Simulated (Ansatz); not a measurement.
Relaxation of CH$_{2}$AlFSi (6 atoms, charge 0, multiplicity 1), to a largest force component of 0.015 eV/Å in at most 40 steps.

These are results of Ansatz 0.2.0, RKS PBE/6-31G*, not measurements.

```xyz
6
Properties=species:S:1:pos:R:3:forces:R:3
F 1.802 -2.428 0.350 0.31 -0.45 0.17
Si 0.813 -1.226 0.727 -1.02 1.35 -0.07
C -0.228 -0.020 1.369 0.46 -0.61 0.01
Al -0.671 0.940 -0.288 0.48 -0.62 0.04
H -0.107 0.570 -1.700 0.33 -0.27 -0.61
H -1.609 2.164 -0.457 -0.55 0.59 0.46
```

Task: Where does it end, and by what steps?

Result: It converged. After 16 steps the energy has fallen by 0.401 eV; F1 moved furthest, 1.07 Å. Parted: Si2–Al4.

| step | energy less start (eV) | largest force component (eV/Å) | accepted |
| --- | --- | --- | --- |
| 0 | 0.0000 | 1.353 | yes |
| 1 | -0.1674 | 0.558 | yes |
| 2 | -0.1866 | 0.213 | yes |
| 3 | -0.2028 | 0.252 | yes |
| 4 | -0.2316 | 0.965 | yes |
| 5 | -0.2642 | 0.922 | yes |
| 6 | -0.2470 | 0.970 | no |
| 7 | -0.3124 | 0.438 | yes |
| 8 | -0.3436 | 0.126 | yes |
| 9 | -0.3645 | 0.251 | yes |
| 10 | -0.3657 | 0.638 | yes |
| 11 | -0.3706 | 0.316 | yes |
| 12 | -0.3575 | 0.959 | no |
| 13 | -0.3892 | 0.318 | yes |
| 14 | -0.3982 | 0.212 | yes |
| 15 | -0.4004 | 0.045 | yes |
| 16 | -0.4007 | 0.014 | yes |

```xyz
6
Properties=species:S:1:pos:R:3
F 1.753 -2.627 1.405
Si 1.078 -1.495 0.461
C 0.023 -0.191 0.681
Al -0.725 1.075 -0.553
H -0.416 1.098 -2.125
H -1.714 2.140 0.131
```

The run took 36 s on 1 thread of Arm Neoverse V2, with other jobs on the host, peak memory 0.15 GiB.
